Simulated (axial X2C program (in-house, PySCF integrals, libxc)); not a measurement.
# Low determinants of Ho

Calculated with an in-house all-electron X2C program for linear molecules (integrals from PySCF), basis dyall-cv3z (cores contracted in-house), spin-free (one-electron X2C) and two-component (2c, atomic mean-field Coulomb and Gaunt terms). Energies in eV from the lowest row of each column (rows without correlated energies are left out; n/a marks j-coupled starts, which PBE0 does not hold); electrons by l are Mulliken totals of the Hartree–Fock solution, and PBE0 can relax to another configuration under the same block occupation. Coupled cluster uses truncated natural virtuals with an MP2 remainder. Frozen shells in the correlated columns: 4 s, 3 p, 2 d.

The low spin-free determinants:

```csv
electrons by l,"M_S, M_L",HF,MP2,CCSD(T),PBE0
s12 p24 d20 f11,"3/2, 5",0.00,0.00,0.00,0.03
s12 p24 d20 f11,"3/2, 6",0.06,0.04,0.03,0.33
s12 p24 d20 f11,"3/2, 3",0.52,0.41,0.37,0.00
s12 p24 d20 f11,"3/2, 0",1.28,1.01,0.66,0.32
s12 p24 d20 f11,"3/2, 1",1.43,1.13,0.93,0.38
```

And the two-component ones:

```json
{"electrons by l": "s12 p24 d20 f11", "2M_J": "15", "HF": "2.08", "MP2": "0.00", "CCSD(T)": "0.00", "PBE0": "0.20"}
{"electrons by l": "s12 p24 d20 f11", "2M_J": "13", "HF": "2.10", "MP2": "0.04", "CCSD(T)": "0.05", "PBE0": "0.00"}
{"electrons by l": "s12 p24 d20 f11", "2M_J": "9", "HF": "2.76", "MP2": "0.58", "CCSD(T)": "0.54", "PBE0": "0.17"}
{"electrons by l": "s11.9 p24 d21.1 f10", "2M_J": "19", "HF": "0.00", "MP2": "1.57", "CCSD(T)": "0.62", "PBE0": "n/a"}
{"electrons by l": "s11.9 p24 d21 f10", "2M_J": "21", "HF": "0.16", "MP2": "1.74", "CCSD(T)": "0.78", "PBE0": "n/a"}
```

Ground level as tabulated from the NIST Atomic Spectra Database (leading term): 2S+1 = 4, L = 6, J = 15/2.

Single determinants need not be terms or J levels, so several rows can belong to one term; PBE0 has no current term and treats spin collinearly, and Hartree–Fock breaks spherical symmetry, which spreads rows that should be degenerate. The search is wide but not exhaustive and can miss a configuration; gaps between s and d configurations can be off by some tenths of an eV with this basis and core.

The run took 8.9 min on 1 thread of Arm Neoverse V2, with other jobs on the host.
